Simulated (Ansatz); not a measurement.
`CC1=C[SiH2]1` + H–F → `FC1=C[SiH2]1` + CH₄  (substitution at a C–C bond)

Program: Ansatz. Geometries: PBE0-D4/def2-TZVP. ΔE: electronic, gas phase. CBS: MP2 limit from def2 TZ/QZ plus the TZ coupled-cluster correction, frozen cores. This one scheme is used for every species. DFT in def2-TZVPP.

`CC1=C[SiH2]1`:

Cartesian coordinates in Å:
```
C -0.914 0.039 1.288
C -0.102 -0.053 0.057
C -0.082 -0.773 -1.063
Si 1.260 0.431 -1.041
H -1.734 -0.685 1.291
H -0.290 -0.134 2.169
H -1.332 1.043 1.395
H -0.680 -1.577 -1.476
H 2.665 0.035 -0.770
H 1.210 1.674 -1.851
```

H–F:

Cartesian coordinates in Å:
```
F 0.061 -0.311 -0.333
H -0.061 0.311 0.333
```

`FC1=C[SiH2]1`:

Z-matrix (Å, degrees):
```
Si
C 1 1.796
C 1 1.829 2 42.8
H 1 1.484 2 122.2 3 -103.6
H 1 1.484 2 122.2 3 103.6
F 2 1.320 1 154.9 3 -180.0
H 3 1.081 1 153.9 2 180.0
```

CH₄:

Z-matrix (Å, degrees):
```
C
H 1 1.090
H 1 1.090 2 109.5
H 1 1.090 2 109.5 3 -120.0
H 1 1.090 2 109.5 3 120.0
```

```
       species  BLYP energy (Eh)
`CC1=C[SiH2]1`        -407.33806
           H–F        -100.48139
`FC1=C[SiH2]1`        -467.30765
           CH₄         -40.50161
```

Question: Work out ΔE.

Answer: ΔE = (-467.30765) + (-40.50161) − (-407.33806) − (-100.48139) = 0.01019 Eh = +26.8 kJ/mol. CCSD(T)/CBS gives +57.5 kJ/mol.

Question: What do rigid-rotor, harmonic-oscillator terms from PBE0-D4/def2-TZVP frequencies (298.15 K, 1 bar) make of the CCSD(T)/CBS value? (Best estimate.)

Answer: The calculation gave: ΔZPE = +0.2 kJ/mol, ΔH = +56.6 kJ/mol, ΔS = -3 J/(mol·K), ΔG = +57.6 kJ/mol.

Largest T1 diagnostic among the species: 0.014.

From BLYP to BHLYP (50 % exact exchange), in def2-TZVPP and without D4, ΔE moves by +13.7 kJ/mol. Leaving LDA and LC-ωPBE aside and taking each functional with its dispersion term where it has one, the values, not all of them listed here, spread over 18.9 kJ/mol, from B97M-V to PBE-QIDH. LDA lies +4.3 kJ/mol from PBE without D4.
